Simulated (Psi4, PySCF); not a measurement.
The PySCF input:
```python
from pyscf import gto, scf, dft

mol = gto.Mole()
mol.atom = '''
    W     0.37433821   -0.07415431    0.12270466
    O     1.49271735   -0.62827810   -1.01392940
    O     0.74820365    0.18436419    1.74848290
    Cl   -0.97950147    1.60541944   -0.73627097
    Cl   -1.70452181   -1.07372945   -0.14352742
'''
mol.basis = 'def2-svpd'
mol.ecp = {'W': 'def2-svpd'}
mol.spin = 2
mol.verbose = 4
mol.build()

mf = dft.UKS(mol)
mf.xc = 'b3lyp5'
mf.grids.atom_grid = (99, 590)
mf.grids.prune = None
mf.kernel()
```

Give the equivalent Psi4 input.

This is not unique; one that fits is 
```
memory 2 GB

molecule mol {
0 3
W     0.374338   -0.074154    0.122705
O     1.492717   -0.628278   -1.013929
O     0.748204    0.184364    1.748483
Cl   -0.979501    1.605419   -0.736271
Cl   -1.704522   -1.073729   -0.143527
}

set {
  basis def2-svpd
  reference uks
  scf_type pk
  puream true
  d_convergence 1e-8
  dft_radial_points 99
  dft_spherical_points 590
}

energy('b3lyp5')
print_variables()
```

Both were run: PySCF gave -1137.435377 Eh and Psi4 -1137.435382 Eh, 0.006 mEh apart.
